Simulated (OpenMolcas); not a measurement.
# Mo⁺: effect of the level shift or regulariser

```json
{
 "Program": "OpenMolcas",
 "Basis": "ANO-RCC-VTZP [7s6p4d2f1g]",
 "Scalar Hamiltonian": "DKH2, point nucleus",
 "Active space": "5 electrons in 5 orbitals (4d)",
 "State averaging": "2S+1 = 6 even, 1 root; 2S+1 = 4 even, 24 roots; 2S+1 = 2 even, 75 roots (67 in the spin-orbit step)",
 "Spin-orbit coupling": "RASSI with atomic mean-field integrals over the reference wave functions, term energies averaged over their components"
}
```

Methods on the same reference wave functions:
A. CASSCF
B. MS-CASPT2, IPEA 0.25 Eh, imaginary shift 0.1 Eh (closed shells correlated: 4s 4p)
C. MS-CASPT2, IPEA 0.25 Eh, real shift 0.2 Eh (closed shells correlated: 4s 4p)
D. MS-CASPT2, IPEA 0.25 Eh, sigma2 regulariser 0.3 Eh (closed shells correlated: 4s 4p)

Energies in cm-1 above 4d5 6S 5/2, the measured ground level; measured values from NIST Handbook of Basic Atomic Spectroscopic Data.

| Level | A | B | C | D | Measured |
| --- | --- | --- | --- | --- | --- |
| 4d5 6S 5/2 | 0.0 | 0.0 | 0.0 | 0.0 | 0.0 |
| 4d5 4G 5/2 | 20735 | 16970 | 17030 | 16990 | 15199 |
| 4d5 4G 7/2 | 20804 | 17050 | 17110 | 17080 | 15331 |
| 4d5 4G 11/2 | 20822 | 17080 | 17150 | 17110 | 15447 |
| 4d5 4G 9/2 | 20845 | 17100 | 17170 | 17130 | 15428 |
| 4d5 4P 5/2 [65 %] | 23674 | 18360 | 18520 | 18490 |  |
| 4d5 4P 3/2 [68 %] | 23848 | 18550 | 18710 | 18680 |  |
| 4d5 4P 1/2 | 24077 | 18870 | 19020 | 18960 |  |
| 4d5 4D 7/2 | 25642 | 19710 | 19950 | 20070 |  |
| 4d5 4D 1/2 | 25878 | 20040 | 20270 | 20360 |  |
| 4d5 4D 3/2 [68 %] | 26053 | 20310 | 20520 | 20580 |  |
| 4d5 4D 5/2 [67 %] | 26076 | 20330 | 20540 | 20600 |  |
| 4d5 2I 11/2 | 29625 | 25350 | 25400 | 25350 |  |
| 4d5 2I 13/2 | 29788 | 25560 | 25600 | 25560 |  |
| 4d5 2D 5/2(1) [58 %] | 32750 | 26260 | 26410 | 26340 |  |
| 4d5 2D 3/2(1) [69 %] | 33449 | 26780 | 26930 | 26860 |  |
| 4d5 4F 9/2 | 34443 | 27660 | 27770 | 27690 |  |
| 4d5 4F 5/2 | 34637 | 27890 | 28000 | 27920 |  |
| 4d5 4F 3/2 [69 %] | 35098 | 28350 | 28470 | 28400 |  |
| 4d5 2F 5/2(1) [52 %] | 35855 | 29340 | 29510 | 29420 |  |
| 4d5 2H 11/2 | 36753 | 31070 | 31150 | 31090 |  |
| 4d5 2G 7/2(1) | 37449 | 30710 | 30820 | 30790 |  |
| 4d5 2F 5/2(2) | 40130 | 32340 | 32470 | 32460 |  |
| 4d5 2F 7/2(2) | 40185 | 32280 | 32450 | 32430 |  |

Deviations, from unrounded energies. A percentage is the sum of absolute deviations over the sum of measured energies, with the sign that they share, or ± where signs differ.

```tsv
Against measurement	Levels	A	B	C	D
mean absolute deviation (cm-1)	4	5500	1700	1800	1700
other terms of the ground configuration (%)	4	+35.5	+11.1	+11.5	+11.2
```

B, C, D lie about equally close to measurement and A furthest from it. The largest miss of B in the table is 4d5 4G 5/2, by +1800 cm-1. The ranking rests on the paired levels alone, and a cruder setting can come out closer through cancelling errors.

Among B to D the level of the table that moves most is 4d5 4D 7/2, by 360 cm-1 (lowest in B, highest in D). Moves below CASPT2's spread within the term are not significant.

The mean deviations of B to D differ by less than CASPT2's widest spread within a term (1200 cm-1), so their order carries little weight.

From A to B the spin-free energies of the other terms of 4d5 shown, above 6S, scale by factors of 0.77 to 0.86, as is usual when dynamic correlation screens the repulsion within a d or f shell.

The lowest spin-free term lies below A's lowest term by 0.367 hartree in B, 0.366 hartree in C, 0.367 hartree in D.

Term energies are means over components that CASPT2 splits; among the terms shown or strongly mixed into the levels shown the widest spread is 1200 cm-1 (4d5 2F(2), B). Some high roots are left out of the spin-orbit mixing, which shifts the levels that they would mix with. Configurations with an s electron lie low at this charge and mix in, so terms can be misplaced. Without dynamic correlation excited terms often stand tens of per cent too high (terms of higher spin than the ground term too low), and those without a measured partner can miss by more than the paired ones (holds for A). The CASPT2 spread within a term exceeds the gap to the next term for 4d5 4F and 4d5 2F(1), 4d5 2G(1) and 4d5 2H, so the order of their levels is uncertain, and so are names and mixing where such terms share a J (holds for B; C; D). Computed and measured levels are paired by configuration, term and J; levels that our copy of the source lacks, or whose pairing is in doubt (as where it misses far off the trend of its configuration), stay unpaired and out of the deviations. Levels of configurations outside the active space are missing. The table leaves out levels that lie high or whose names do not pair safely across all columns.

A share in square brackets marks a mixed level and gives the weight of the term that names it, the lowest over the columns. A number in round brackets counts repeated terms of one configuration in the order of the reference energies.
